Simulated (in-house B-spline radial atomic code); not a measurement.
Results of a calculation; reference values are marked as such.
# Building a PAW p channel for Cl, r_c = 1.3 bohr

Cl, [Ne] 3s2 3p5, non-relativistic LDA (VWN5), spherical and spin-unpolarised, from an all-electron radial atomic-structure program (B-spline basis) (atomic units; all potentials screened as in the neutral atom).

Two all-electron partial waves φ1, φ2 are integrated outwards at E1 = ε(3p) = -0.32038 and E2 = E1 + 2 hartree; φ1 is the bound orbital and φ2 has unit norm inside r_c = 1.2972 bohr. Smooth partners are polynomials, r^2(a0 + a1 r² + a2 r⁴ + a3 r⁶), matched to φ and three derivatives at r_c, with no condition on the norm. The local potential is -11.0944 + (14.1854) r² + (-8.13335) r⁴ + (1.7766) r⁶ inside 1.0621 bohr and the all-electron one outside.

| wave | φ(r_c) | φ'(r_c) | a0 | a1 | a2 | a3 |
| --- | --- | --- | --- | --- | --- | --- |
| 1 | 0.7630171 | 0.1650411 | 1.031534 | -0.4555744 | 0.06665415 | -4.706539e-05 |
| 2 | 0.8880179 | -2.418056 | 3.338578 | -2.662686 | 0.7022409 | -0.06688368 |

Inside r_c the overlaps are <φi φj> = [[0.26182, 0.49789], [0.49789, 1.00000]] and, for the smooth waves, [[0.26393, 0.51698], [0.51698, 1.07669]]. With χj = (Ej − T − V_local) applied to smooth wave j, the program's quadrature gives the matrix B_ij = <smooth i, χj> as [[0.31620, 0.83062], [0.79245, 2.12356]].

Problem. Check the match of the first wave, and find the augmentation charges q_ij.

Solution. At r_c the four terms are 1.73579, -1.28999, 0.31759, -0.00038, which sum to 0.7630, φ1(r_c) to rounding. q_ij is the all-electron overlap less the smooth one: [[-0.00211, -0.01908], [-0.01908, -0.07669]]. The smooth first wave has a norm of 0.2639 inside r_c against 0.2618, so q11 is negative and must stay small enough for the overlap operator to be positive.

Problem. B isn't symmetric. Show that D_ij = B_ij + Ej q_ij is.

Solution. Integrating by parts gives B12 − B21 = (E1 − E2) q12: 0.83062 − (0.79245) = 0.03817, and −2 × (-0.01908) = 0.03817. So D12 = 0.83062 + (1.679620)(-0.01908) = 0.79857 and D21 = 0.79245 + (-0.32038)(-0.01908) = 0.79857; D11 = 0.31688, D22 = 1.99475. The projectors, p = (B⁻¹)ᵀ χ, are dual to the smooth waves; det B = 0.013, small beside B11 B22, as the two smooth waves look alike inside r_c.

Solving (T + V_local + Σ p D p) ψ = E (1 + Σ p q p) ψ in a sphere of 9 bohr gives these levels:

| all-electron | one projector | two projectors |
| --- | --- | --- |
| -0.320371 | -0.320371 | -0.320371 |
| 0.087169 | 0.087040 | 0.087165 |
| 0.371571 | 0.370824 | 0.371557 |
| 0.813197 | 0.810274 | 0.813174 |
| 1.397330 | 1.388410 | 1.397320 |

Problem. What does the second projector gain?

Solution. With one projector the errors are 0.00, -0.13, -0.75, -2.92, -8.92 millihartree. With two the errors are 0.00, 0.00, -0.01, -0.02, -0.01 millihartree. The scattering is exact at E1 and at E2 = 1.680, and over all levels compared the largest error is 0.023 millihartree. The lowest eigenvalue of the overlap operator is 0.9802 with one and 0.6891 with two projectors. The smooth orbital alone needs a cutoff of 8 hartree for 1 millihartree of kinetic energy, against 8.32 for a norm-conserving Troullier-Martins orbital of the same radius.
